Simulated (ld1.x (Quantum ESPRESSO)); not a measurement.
**Varying the ultrasoft potential for tin**

Base potential:

```
Element                 : Sn (Z = 50)
Generator               : ld1.x (Quantum ESPRESSO) 7.5
Type                    : ultrasoft
Functional              : PBE
Relativity              : scalar-relativistic
Frozen core             : [Kr] 4d10
Valence charge          : 4
Reference configuration : 5s1.75 5p2.25
Partial waves           : 5s (bound): rcut 1.60, rcutus 1.95 bohr; 5s channel at -0.35 Ry: rcut 1.60, rcutus 1.95 bohr; 5p (bound): rcut 1.65, rcutus 2.20 bohr; 5p channel at 2.6 Ry: rcut 1.65, rcutus 2.20 bohr; 5d channel at 0.45 Ry: rcut 1.85, rcutus 2.00 bohr
Local potential         : all-electron potential smoothed inside 2.15 bohr (lloc = -2)
Core correction         : a·sin(br)/r model core, default radius (core density twice the valence density)
Augmentation charge     : built from norm-conserving waves at rcut, not smoothed further
```

Cutoffs, loose and tight: the cutoffs (Ry, on a coarse ladder) from which the occupation-weighted sum of valence levels, in a spherical-Bessel basis at the reference potential, stays within 10 and 1 mRy of its value at 400 Ry. They do not see the model core or the augmentation charge, which bear on the density cutoff. Test errors are all-electron minus pseudo excitation energies from the reference, over the configurations 5s2 5p2; 5s2 5p1; 5s2 5p0; 5s1 5p3; 5s0 5p4; 5s2 5p1.5; 5s1 5p2. A dash means not determined; rows that change the core or the reference have their own tests.

A true bound ghost makes a file unfit for plane-wave use even where its test errors are small: the radial tests pick states by their node count and pass the ghost by.

Cutoffs are not given where the Bessel-basis levels miss the radial ones by over 6 mRy, ghosts where they miss by over 20 mRy; a channel whose overlap is not positive is not tested.

The default core radius of the base comes out at 1.78 bohr.

A file whose overlap is not positive is unfit for use, and its test errors describe a broken file.

| change | outcome | cutoff, loose | cutoff, tight | bound ghosts | largest test error (meV) |
| --- | --- | --- | --- | --- | --- |
| base | generated | 8 Ry | 15 Ry | d | -58 |
| fully relativistic; added wave 5d channel at 0.75 Ry: rcut 1.85, rcutus 2.00 bohr | generated | 8 Ry | 15 Ry | d3/2, d5/2 | -53 |
| core correction a·sin(br)/r model core inside 1.40 bohr | generated | 8 Ry | 15 Ry | d | -60 |
| local potential all-electron potential smoothed inside 1.45 bohr (lloc = -1) | generated, overlap not positive | – | – | s (d not tested, overlap not positive) | -58 |
| wave 5d channel at 0.45 Ry: rcut 1.85, rcutus 2.00 bohr becomes 5d channel at 5.72 Ry: rcut 1.85, rcutus 2.00 bohr | generated | 8 Ry | 15 Ry | none | -58 |
| local potential all-electron potential smoothed inside 1.52 bohr (lloc = -2) | generated, overlap not positive | – | – | not determined (overlap not positive) | -58 |
| reference 5s2 5p2; wave 5d channel at 0.45 Ry: rcut 1.85, rcutus 2.00 bohr becomes 5d channel at 0.45 Ry: rc 2.00 bohr | generated | 10 Ry | 18 Ry | d | -373 |
| type TM; waves now 5s (bound): rc 1.95 bohr; 5p (bound): rc 2.20 bohr; 5d channel at 0.45 Ry: rc 2.00 bohr; local potential the d channel | generated | 21 Ry | 30 Ry | s, p | -51 |
| functional LDA (PZ) | generated | 10 Ry | 18 Ry | d | -59 |

Q: What comes out with this change to the base: core [Ar] 3d10, valence charge 22; reference 4s2 4p6 4d10 5s1.5 5p2.5; waves now 4s (bound): rcut 1.20, rcutus 1.45 bohr; 5s (bound): rcut 1.20, rcutus 1.45 bohr; 4p (bound): rcut 1.40, rcutus 1.65 bohr; 5p (bound): rcut 1.40, rcutus 1.65 bohr; 4d (bound): rcut 0.85, rcutus 1.15 bohr; 4d channel at -1.4 Ry: rcut 0.85, rcutus 1.15 bohr; 4f channel at 0.3 Ry: rcut 1.25, rcutus 1.70 bohr; 4f channel at 1.1 Ry: rcut 1.25, rcutus 1.70 bohr; local potential all-electron potential smoothed inside 1.35 bohr (lloc = -2); core correction a·sin(br)/r model core inside 0.80 bohr?

A: outcome: generated, misses its reference levels by 7.39 eV; bound ghosts: not determined; largest test error (meV): test run stopped at test 1 of 7 (negative rho).
